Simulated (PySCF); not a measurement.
CH3Cl2FSSi, singlet, at a GFN2-xTB geometry. Base run: M062X/6-31G in PySCF.

PySCF was given this input:
```python
from pyscf import gto, scf, dft, solvent

mol = gto.M(
    atom='''
C    -2.247114   -0.765313   -1.296914
S    -0.917017    0.472945   -1.494397
Si    0.346787   -0.071252    0.136027
F     0.773751   -1.611272   -0.098884
Cl    2.012731    1.015208    0.131787
Cl   -0.609737   -0.103428    1.897520
H    -2.741162   -0.621017   -0.342078
H    -2.944546   -0.592170   -2.108910
H    -1.828990   -1.763347   -1.369817
''',
    basis='6-31g',
    charge=0,
    spin=0,
    verbose=4,
)

mf = dft.RKS(mol)
mf.xc = 'm062x'
mf.kernel()
```

Base: dipole (D) 2.40; HOMO-LUMO gap (eV) 8.90.

A changed run: ΔE vs base (kJ/mol) -15.96; dipole (D) 2.82; HOMO-LUMO gap (eV) 8.87.

Problem. Which change was made?
A) model = IEF-PCM; solvent = toluene
B) model = C-PCM; solvent = chloroform
C) model = IEF-PCM; solvent = chloroform; vdw_scale = 1.0
D) model = IEF-PCM; solvent = chloroform; r_probe = 0.5
E) model = IEF-PCM; solvent = n-hexane

Solution. B, model = C-PCM; solvent = chloroform

The base is the gas phase, so ΔE is the electrostatic part of solvation at a fixed geometry, without cavity and dispersion terms.
